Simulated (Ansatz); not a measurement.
C2H5Al, SMILES `C[C][AlH2]` (excited singlet) (charge 0, multiplicity 1). This singlet is an excited state, 0.59 eV above the relaxed triplet at the level frozen-core CCSD(T)/cc-pVTZ // B3LYP-D3(BJ)/def2-TZVP (Ansatz, a first-principles code).

Cartesian coordinates (Å):
```xyz
8

C     -1.4366     0.0402    -0.1601
C     -0.0261     0.1367    -0.1646
Al     1.8202     0.0934    -0.2188
H     -2.0033     0.5480    -0.9518
H     -1.9652     0.0715     0.8019
H     -1.4187    -1.0424    -0.4546
H      2.5585     1.4422     0.1311
H      2.4712    -1.2896    -0.6091
```
Charge 0, spin multiplicity 1.

Frozen-core energies in 6-31g from Ansatz at a geometry from B3LYP-D3(BJ)/def2-TZVP; the HF reference has <S^2> = 0.00 (restricted, and unstable towards unrestricted orbitals) and the T1 diagnostic is 0.026.

| level | energy (Ha) |
|---|---|
| HF | -320.35094 |
| MP2 | -320.54690 |
| CCSD | -320.58845 |
| CCSD(T) | -320.59533 |

Problem. Estimate the energies of CCSDT and CCSDT(Q), and give each level's difference from CCSDT(Q).

Solution. 
| level | energy (Ha) | difference from CCSDT(Q) (mHa) |
|---|---|---|
| MP2 | -320.54690 | 50.19 |
| CCSD | -320.58845 | 8.65 |
| CCSD(T) | -320.59533 | 1.76 |
| CCSDT | -320.59661 | 0.48 |
| CCSDT(Q) | -320.59709 | 0.00 |
